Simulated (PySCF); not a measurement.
## [FeBr4]2-: what the settings change

[FeBr4]2- holds Fe(II), d6, at total charge -2. The structure is a PBE0-D3(BJ)/def2-SVP, IEF-PCM water geometry optimised for multiplicity 5; coordination tetrahedral, point group Td, metal–donor distances 2.46 Å.

```
5

Fe    0.000    0.000    0.000
Br    1.423    1.423    1.423
Br   -1.423    1.423   -1.423
Br    1.423   -1.423   -1.423
Br   -1.423   -1.423    1.423
```

Method (PySCF 2.14, density fitting): CASSCF(6,5) with orbitals averaged over all microstates of the shell, strongly contracted NEVPT2 on the averaged canonical orbitals; basis x2c-TZVPall on the metal, x2c-SVPall elsewhere; spin-free X2C; IEF-PCM water; spin-orbit coupling by state interaction with the mean-field operator over all roots.

Base run: NEVPT2 ground state 5E, next 5T2 at 2880, then 3T1 at 18328 cm⁻¹, 10Dq(CASSCF) 2284, B(CASSCF) 1106, ζ 375 cm⁻¹, μeff(300 K) 5.29 μB.

(1) What happens with the basis x2c-TZVPall on all atoms?

(2) What happens with orbitals averaged over the highest spin alone?

No frequencies were computed for the optimised geometry. The ground state is orbitally degenerate in this regular structure, which would distort (Jahn–Teller), so its moment is that of the undistorted model. NEVPT2 lifts 5T2 from 2014 to 2880 cm⁻¹; on the d shell alone such lifts tend to overshoot.

Results:

(1) NEVPT2 ground state 5E, next 5T2 at 2881, then 3T1 at 18277 cm⁻¹, 10Dq(CASSCF) 2312, B(CASSCF) 1105, ζ 375 cm⁻¹, μeff(300 K) 5.29 μB. It took 58 s against 31 s on a shared host of the same kind.

(2) NEVPT2 ground state 5E, next 5T2 at 2631, then 3T1 at 18720 cm⁻¹, 10Dq(CASSCF) 2220, B(CASSCF) 1134, ζ 388 cm⁻¹, μeff(300 K) 5.34 μB.
